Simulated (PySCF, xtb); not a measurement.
C2O2Ru, SMILES [O+]#[C-]->[Ru]<-[C-]#[O+] (connectivity only; charge and spin as stated), neutral, multiplicity 3.

Harmonic wavenumbers (cm⁻¹) from GFN2-xTB run with xtb at its own minimum, in rising order: 54, 118, 174, 207, 348, 459, 480, 2020, 2079.

### Question
What does PBE0-D3(BJ)/def2-SVP run with PySCF 2.14.0 give at its own minimum? (Estimate from the structure and the level; the computed values follow.)

### Answer
89, 294, 349, 361, 468, 501, 579, 2063, 2124. Paired by order, the mean absolute difference is 99 cm⁻¹ and the zero-point energies are 8.5 and 9.8 kcal/mol.
